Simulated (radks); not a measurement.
Task: Species: Ga+. Configuration: [Ar] 3d10 4s2 (the NIST ground configuration). All-electron calculation, Dirac Kohn-Sham, PBEsol, spin-unpolarised, spherical densities, finite nucleus; Fermi nuclear charge, rms radius 3.9973 fm. Program: a radial shooting solver on a logarithmic mesh with Libxc functionals. Some entries of the table are withheld. Estimate them.

orbital,occ.,eigenvalue (hartree),<1/r> (bohr^-1),<r^2> (bohr^2)
1s1/2,2,-375.8161,31.28,0.003182
2s1/2,2,-46.63529,6.879,0.05599
2p1/2,2,(1),6.841,0.04360
2p3/2,4,(2),6.666,0.04511
3s1/2,2,-5.73434,2.191,0.4916
3p1/2,2,-4.02076,(3),0.5336
3p3/2,4,-3.88746,(4),0.5509
3d3/2,4,-1.01914,(5),0.8452
3d5/2,6,-1.00214,(6),0.8589
4s1/2,2,-0.60125,0.5897,5.613
4p1/2,0,-0.33695,0.4576,9.211
4p3/2,0,-0.33056,0.4505,9.469

Result: 
(1) 2p1/2 eigenvalue (hartree): -41.33057
(2) 2p3/2 eigenvalue (hartree): -40.31560
(3) 3p1/2 <1/r> (bohr^-1): 2.061
(4) 3p3/2 <1/r> (bohr^-1): 2.019
(5) 3d3/2 <1/r> (bohr^-1): 1.658
(6) 3d5/2 <1/r> (bohr^-1): 1.646
